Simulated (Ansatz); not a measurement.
Reaction (formal exchange of groups at a Ge–Ga bond): `[GaH2][GeH3]` + `[CH3][GeH2][F]` → `[CH3][GeH]([F])[GeH3]` + `[GaH3]`

Program: Ansatz. Geometries: PBE0-D4/def2-TZVP. ΔE: electronic, gas phase. CCSD(T)/CBS is the MP2 limit (def2-TZVPP, def2-QZVPP) plus CCSD(T) − MP2 in def2-TZVPP, frozen cores. Functionals use def2-TZVPP. B3LYP here is the variant with VWN-RPA as its local correlation; programs differ in this. For Ga, Ge outer-core shells are correlated without core-valence functions, which leaves a few kJ/mol of doubt a bond. Scalar relativity is left out up to krypton.

Question: Is it downhill or uphill in electronic energy at CCSD(T)/CBS, and by how much? (Estimate.)

Answer: Ansatz gave: Uphill: ΔE = +0.13 eV.

Question: What do these levels give: B3LYP-D4, PBE, r2SCAN, SCS-MP2/def2-TZVPP, HF/CBS(def2), CCSD/CBS(def2)? (Estimate.)

Answer: The calculation gave: B3LYP-D4 0.10, PBE 0.13, r2SCAN 0.12, SCS-MP2/def2-TZVPP 0.12, HF/CBS(def2) 0.14, CCSD/CBS(def2) 0.14 eV.

Largest T1 diagnostic among the species: 0.013.

The D4 term adds −0.03 eV with B3LYP and −0.02 eV with PBE0; it sums over pairs of atoms, weighted by their polarisabilities, and B3LYP, whose exchange is more repulsive, gets the larger term.
